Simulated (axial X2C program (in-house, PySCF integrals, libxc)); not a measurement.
# Density and ELF of SeCl

All values were computed with an in-house relativistic program for diatomic molecules. Spin-free means the one-electron spin-free X2C Hamiltonian. Basis: Se dyall-cv3z [8s9p6d4f1g], Cl dyall-av3z [9s8p3d2f] (cores contracted in-house); Gaussian nuclei, density fitting, unrestricted open shells. Masses: Se 79.917 u, Cl 34.969 u.

PBE0, spin-free, state M_S = 1/2, Λ = 1 (beyond evenly filled blocks: π+α, π+β, π-α); Se at z = 0, Cl at z = 2.133 Å.

The maps cover the half plane through the axis: z from -2.4 to 4.2 Å along the bond, ρ from 0.15 to 2.25 Å away from it.

log10 of the density in e/bohr³:

```
 ρ\z  -2.4  -1.8  -1.2  -0.6   0.0   0.6   1.2   1.8   2.4   3.0   3.6   4.2
0.15  -3.7  -2.6  -1.6  -0.5   1.4  -0.5  -0.8  -0.1   0.3  -1.0  -2.1  -3.2
0.45  -3.7  -2.7  -1.7  -0.8   0.1  -0.8  -1.0  -0.6  -0.5  -1.1  -2.2  -3.3
0.75  -3.8  -2.8  -1.8  -1.1  -0.8  -1.1  -1.3  -0.8  -0.8  -1.4  -2.4  -3.4
1.05  -3.9  -2.9  -2.1  -1.4  -1.2  -1.4  -1.6  -1.3  -1.2  -1.8  -2.6  -3.6
1.35  -4.0  -3.2  -2.4  -1.8  -1.6  -1.8  -2.0  -1.8  -1.8  -2.2  -2.9  -3.8
1.65  -4.2  -3.4  -2.7  -2.2  -2.0  -2.2  -2.5  -2.3  -2.3  -2.6  -3.3  -4.1
1.95  -4.4  -3.7  -3.1  -2.6  -2.5  -2.7  -2.9  -2.8  -2.8  -3.1  -3.6  -4.3
2.25  -4.7  -4.0  -3.4  -3.1  -2.9  -3.1  -3.3  -3.3  -3.3  -3.5  -4.0  -4.7
```

Electron localisation function (collinear form, no current term, damped to 0 at low density):

```
 ρ\z  -2.4  -1.8  -1.2  -0.6   0.0   0.6   1.2   1.8   2.4   3.0   3.6   4.2
0.15  0.00  0.07  0.49  0.19  0.24  0.15  0.77  0.21  0.58  0.76  0.28  0.02
0.45  0.00  0.07  0.54  0.32  0.48  0.22  0.68  0.36  0.28  0.80  0.28  0.02
0.75  0.00  0.08  0.57  0.75  0.38  0.53  0.50  0.84  0.91  0.79  0.26  0.01
1.05  0.00  0.08  0.56  0.87  0.85  0.60  0.28  0.79  0.88  0.71  0.20  0.01
1.35  0.00  0.07  0.49  0.83  0.86  0.49  0.12  0.59  0.76  0.56  0.13  0.00
1.65  0.00  0.04  0.37  0.71  0.75  0.33  0.05  0.30  0.54  0.34  0.06  0.00
1.95  0.00  0.01  0.20  0.51  0.55  0.17  0.02  0.10  0.26  0.14  0.01  0.00
2.25  0.00  0.00  0.06  0.24  0.27  0.06  0.01  0.02  0.06  0.03  0.00  0.00
```

Axial spin density in 10⁻³ e/bohr³:

```
 ρ\z  -2.4  -1.8  -1.2  -0.6   0.0  0.6   1.2   1.8  2.4   3.0   3.6  4.2
0.15   0.0  -0.1  -0.7  -0.6  35.9  1.6  -1.1  -0.8  0.0  -1.4  -0.2  0.0
0.45   0.0   0.0   0.5   7.7   3.3  8.0  -0.8   2.2  8.6   0.2  -0.1  0.0
0.75   0.0   0.1   1.3  11.2  24.8  9.8  -0.4   2.1  6.8   0.9   0.0  0.0
1.05   0.0   0.1   1.2   7.5  15.1  6.1  -0.1   0.7  2.5   0.6   0.1  0.0
1.35   0.0   0.1   0.8   3.6   6.2  2.8   0.0   0.1  0.7   0.3   0.0  0.0
1.65   0.0   0.1   0.4   1.5   2.3  1.1   0.0   0.0  0.2   0.1   0.0  0.0
1.95   0.0   0.0   0.2   0.6   0.8  0.4   0.0   0.0  0.1   0.0   0.0  0.0
2.25   0.0   0.0   0.1   0.2   0.3  0.1   0.0   0.0  0.0   0.0   0.0  0.0
```

The state is a single determinant with fixed occupations, the lowest that a limited PBE0 search found. Without a current term, density functionals place determinants with orbital angular momentum somewhat too high.
